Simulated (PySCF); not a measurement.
EPR parameters of C8H11

Species: C8H11 (doublet state).
Cartesian coordinates in Å at the GFN2-xTB level; atoms count from 1:
```
atom  x, y, z in Å
C1    -3.028    1.883   -0.120
C2    -2.071    1.013   -0.069
C3    -1.118    0.126   -0.039
C4    -1.115   -1.016    0.938
C5     0.082    0.228   -0.938
C6     1.272    0.782   -0.138
C7     2.344    0.126    0.161
C8     2.991   -1.171   -0.007
H9    -3.012    2.784    0.475
H10   -3.889    1.748   -0.756
H11   -0.219   -0.965    1.556
H12   -1.109   -1.966    0.405
H13   -1.992   -0.979    1.581
H14    0.342   -0.757   -1.328
H15   -0.119    0.907   -1.768
H16    1.124    1.805    0.184
H17    2.379   -1.973    0.414
H18    3.171   -1.377   -1.065
H19    3.956   -1.188    0.504
```

The hyperfine couplings belong to this conformer and change with its torsions.

The species is `C(=C(C)C/C=[C]\C)=C` [radical].

Level of theory: UKS B3LYP, pcH-1 on C H, non-relativistic, mean-field spin-orbit, GIAO (PySCF 2.14.0). Geometry: GFN2-xTB, one conformer, isolated molecule. GFN2-xTB frequencies show an imaginary mode (72i cm⁻¹), so this geometry is no minimum at that level. A GFN2-xTB geometry isn't a minimum of the functional, and hyperfine couplings can be far from their values at a DFT geometry. The SCF solution wasn't tested for stability.

```json
{
 "g1, g2, g3": "2.00163, 2.00217, 2.00283",
 "g_iso": "2.00221",
 "Form of g": "rhombic: the two nearest values differ by 45 % of g3 − g1",
 "⟨S²⟩": "0.7588 (exact 0.7500)",
 "α and β electrons": "30, 29",
 "Total energy": "-311.35079 Eh",
 "Basis functions": "310"
}
```

Hyperfine couplings atom by atom, in G; T1 to T3 are the principal values of the dipolar part (MHz turned into gauss with g_iso; 10 G = 1 mT):

| atom | isotope | a_iso | T1 | T2 | T3 | Mulliken spin population |
| --- | --- | --- | --- | --- | --- | --- |
| C1 | 13C | -0.3 | -0.1 | 0.0 | 0.1 | 0.00 |
| C2 | 13C | 1.0 | -0.6 | -0.4 | 1.0 | 0.02 |
| C3 | 13C | -2.5 | -0.6 | 0.1 | 0.5 | -0.01 |
| C4 | 13C | 0.1 | -0.1 | -0.1 | 0.2 | 0.00 |
| C5 | 13C | 27.9 | -3.1 | -2.8 | 5.9 | 0.08 |
| C6 | 13C | -2.9 | -6.6 | 0.6 | 5.9 | -0.16 |
| C7 | 13C | 97.3 | -29.0 | -21.6 | 50.6 | 0.99 |
| C8 | 13C | 5.6 | -2.1 | -1.2 | 3.2 | -0.04 |
| H9 | 1H | 1.2 | -0.2 | -0.1 | 0.3 | 0.00 |
| H10 | 1H | 1.1 | -0.2 | -0.1 | 0.2 | 0.00 |
| H11 | 1H | -0.2 | -0.7 | -0.6 | 1.3 | 0.00 |
| H12 | 1H | -0.3 | -0.4 | -0.3 | 0.7 | 0.00 |
| H13 | 1H | 0.0 | -0.2 | -0.2 | 0.4 | 0.00 |
| H14 | 1H | -2.4 | -2.1 | -0.3 | 2.5 | 0.00 |
| H15 | 1H | -2.0 | -1.5 | -0.6 | 2.0 | 0.00 |
| H16 | 1H | 38.3 | -2.2 | -1.9 | 4.1 | 0.04 |
| H17 | 1H | 17.3 | -2.0 | -1.1 | 3.1 | 0.03 |
| H18 | 1H | 15.7 | -2.0 | -1.1 | 3.1 | 0.03 |
| H19 | 1H | 35.3 | -2.6 | -2.2 | 4.7 | 0.03 |

The Mulliken spin populations are largest on C7 (+0.99), C6 (-0.16) and C5 (+0.08). No atom but C7 exceeds +0.15. The positive populations add up to 1.22 and the negative ones to -0.22, together 2S = 1.

Axes: g1 points within 12° of the C7–C8 bond and g2 points within 10° of the C5–C6 bond.

Under fast tumbling the dipolar parts average out, and these isotropic splittings remain: 1 × 1H (H16, I = 1/2, 2 lines) with 3.83 mT, 3 × 1H (H17/H18/H19, I = 1/2, 4 lines) with 2.28 mT, 2 × 1H (H14/H15, I = 1/2, 3 lines) with 0.22 mT, 1 × 1H (H9, I = 1/2, 2 lines) with 0.12 mT and 1 × 1H (H10, I = 1/2, 2 lines) with 0.11 mT.

Nuclei that the bonding pattern makes equivalent are averaged, as if the motion that swaps them (rotation, inversion, ring flip) were fast. H9 and H10 aren't averaged: C1 is flat or nearly so (angle sum 360°), and its turn about the short C1–C2 bond (1.29 Å) is taken as slow. The three 1H nuclei of mean +63.8 MHz run from 44.0 to 99.0 MHz in the frozen geometry.

The 13C coupling of C7 (272.7 MHz) shows only in satellite lines or after enrichment, since that isotope makes up about 1.07 % of natural carbon.

On one thread, Arm Neoverse V1 (aarch64), shared host with 32 logical CPUs at a one-minute load of 20, this took 94 s wall (grids of density and orbitals included) and 1.1 GiB of memory at its peak.
